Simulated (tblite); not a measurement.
Species: C6H10Ge.
Cartesian coordinates in Å at the GFN2-xTB level; atoms count from 1:
```
atom  x, y, z in Å
C1     3.1258   -0.4694    0.7218
C2     2.3773    0.1860    0.0456
Ge3    1.1385    1.1796   -0.9963
C4    -0.6870    0.5436   -0.5746
C5    -0.9302   -0.9743   -0.6559
C6    -1.6162   -0.9199    0.7148
C7    -1.0827    0.5044    0.9126
H8     3.7931   -1.0365    1.3071
H9     1.3466    2.6314   -0.6631
H10    1.5084    0.9764   -2.4403
H11   -1.4226    1.0924   -1.1651
H12   -0.0057   -1.5524   -0.6329
H13   -1.5401   -1.3201   -1.4891
H14   -1.2834   -1.6582    1.4419
H15   -2.7023   -0.9570    0.6451
H16   -1.8053    1.2514    1.2379
H17   -0.2212    0.5348    1.5807
```

Method: GFN2-xTB as coded in tblite; computed harmonic values from a numerical Hessian at the method's own geometry, unscaled. Against measured fundamentals such values can be off by several per cent, at times by over 20. Modes of hydrogen on germanium can be 10 to 20 % off. One conformer, not necessarily the lowest.

Harmonic wavenumbers (cm⁻¹): 35.0, 53.6, 92.9, 175.6, 206.0, 221.4, 305.8, 433.0, 483.1, 523.3, 619.9, 660.7, 683.7, 691.5, 732.6, 816.3, 821.9, 834.8, 979.4, 989.7, 1036.9, 1041.9, 1065.6, 1103.3, 1184.1, 1189.3, 1226.0, 1227.4, 1260.9, 1261.9, 1272.2, 1472.9, 1473.9, 1493.3, 1945.2, 2001.6, 2185.5, 2944.5, 2971.7, 2972.4, 2993.9, 2996.4, 3006.2, 3010.3, 3343.2.

A = 2652, B = 1293, C = 1019 MHz; mass 155.999 u (most abundant isotopes); point group Cs, symmetry number 1.

**Question.** Zero-point energy?

**Answer.** Half the sum of the wavenumbers: 29020 cm⁻¹ = 347.16 kJ/mol.

**Question.** What is S at 200 K and 1 bar for an ideal gas of classical rigid rotors and harmonic oscillators?

**Answer.** Translation 163.54, rotation 115.98, vibration 75.54: S = 355.1 J/(mol K).

**Question.** And Cp and H(200 K) − H(0)?

**Answer.** Cp = 106.94 J/(mol K), of which vibrations give 73.68 (their classical limit is 45 R = 374.2); H(200 K) − H(0) = 14.36 kJ/mol without the zero-point energy, 7.71 from vibrations.

**Question.** Which modes carry the vibrational entropy at 200 K?

**Answer.** 35.0 cm⁻¹: 19.80; 53.6 cm⁻¹: 16.29; 92.9 cm⁻¹: 11.82; 175.6 cm⁻¹: 6.90; 206.0 cm⁻¹: 5.77; 221.4 cm⁻¹: 5.27 J/(mol K); the other 39 give 9.69 together.

**Question.** Blend soft modes into free rotors: weight 1/[1 + (100 cm⁻¹/ν̃)⁴] for the oscillator and the rest for a rotor with moment μB/(μ + B), μ = h/(8π²ν), B = 10⁻⁴⁴ kg m². What vibrational entropy results?

**Answer.** 66.89 J/(mol K) in place of 75.54, which changes −T·S at 200 K by +1.73 kJ/mol.

Hindered rotation and anharmonicity are outside this model. Other conformers, if any are populated, would add a mixing term that is left out.
